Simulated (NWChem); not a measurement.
System: CH₃BiCl₂O; SMILES [Cl][Bi]([Cl])[O]C

The following NWChem deck was run.

```
start job
memory heap 200 mb stack 900 mb global 1100 mb
geometry units angstroms noautoz
  Bi    -0.370315    -0.005428     0.398964
  Cl    -0.356794    -1.884252    -1.244605
  Cl    -0.418470     1.876248    -1.240729
  O      1.683273     0.028168     0.834689
  C      2.648627     0.046895    -0.204229
  H      2.550574     0.946565    -0.854230
  H      3.652484     0.066548     0.271518
  H      2.585643    -0.856107    -0.853909
end
basis spherical
  * library def2-svp
end
ecp
  Bi library def2-ecp
end
dft
  xc xperdew91 perdew91
  iterations 150
  mulliken
end
task dft energy
```

Coordinates come from a PBE-D3(BJ)/def2-SVP optimisation. Not confirmed as a minimum by frequencies. def2 effective core potentials on Bi; no spin-orbit coupling.

Q: What results follow from this input? (PW91/def2-SVP with def2 effective core potentials on Bi.) Quantities: energy (Ha); highest occupied level (eV); orbital gap (eV); dipole (D).

A: 
| Quantity | Value |
|---|---|
| energy (Ha) | -1249.92 |
| highest occupied level (eV) | -6.41 |
| orbital gap (eV) | 3.69 |
| dipole (D) | 2.69 |
